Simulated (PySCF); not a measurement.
**Identify the compound**

The spectra below were simulated for a compound C6H10F2OSi.

1H NMR (400 MHz, computed): δ 7.95 (m, 1H), 7.60 (m, 1H), 6.13 (m, 1H), 4.94 (m, 1H), 0.19 (d, 6H).

13C{1H} NMR (computed): δ 195.5, 180.1, 140.2, 119.1, -2.9 (2C).

Fast rotation and ring inversion assumed for equivalent nuclei, single conformer, gas phase, non-relativistic. GFN2-xTB geometry; PBE0/pcSseg-1 with gauge-including orbitals; PySCF 2.14.0 with density-fitted response routines.

Scale: 1H (σref 31.72) and 13C (σref 186.93) against TMS (reference shieldings calculated alike).

Question: Deduce the structure.

Answer: 
The formula gives 2 degrees of unsaturation (no ring in the answer). 5 carbon signals for 6 carbons: some carbons are equivalent by symmetry or fast rotation. Carbon types of the structure: 1 × C, 3 × CH, 2 × CH3, leaving 1 H on heteroatoms. δC 195.5: ketone carbonyl carbon; the double bond to the heteroatom, with no lone-pair donor beside it, deshields it most. δC 180.1: β carbon of a C=C–C=O unit; conjugation with the carbonyl draws π density from the β position. δC 140.2: α carbon of a C=C–C=O unit; the olefinic region. δC 119.1: sp3 CH bonded to 2 F, α to a carbonyl; 2 electronegative neighbours deshield it. δC -2.9: methyl carbon bonded to Si; an electropositive neighbour leaves it electron-rich and shielded. δH 7.95: hydrogen on a β carbon of a C=C–C=O unit; a vinylic proton, deshielded by the sp2 carbon and the C=C anisotropy. δH 6.13: hydrogen on an sp3 CH bonded to 2 F, α to a carbonyl; its carbon carries F, which withdraws density.

The compound is `C[SiH](C)/C=C\C(=O)C(F)F`.

The data come from this structure; uniqueness wasn't tested.

Splittings by 19F in the carbon and heteronuclear signals aren't shown, as no couplings were computed. Shifts are as computed. Against solution values, carbons near 30 ppm lie about +3 ppm off and those near 130 ppm about +5 ppm. Of 1211 compounds with measured shifts, 218 miss one by over three times the rms of a fit or turn the order of signals round; such compounds aren't used in these exercises. Multiplicities follow the n + 1 count of equivalent neighbours, as no J values were calculated; m marks all less simple cases, F and P coupling included.
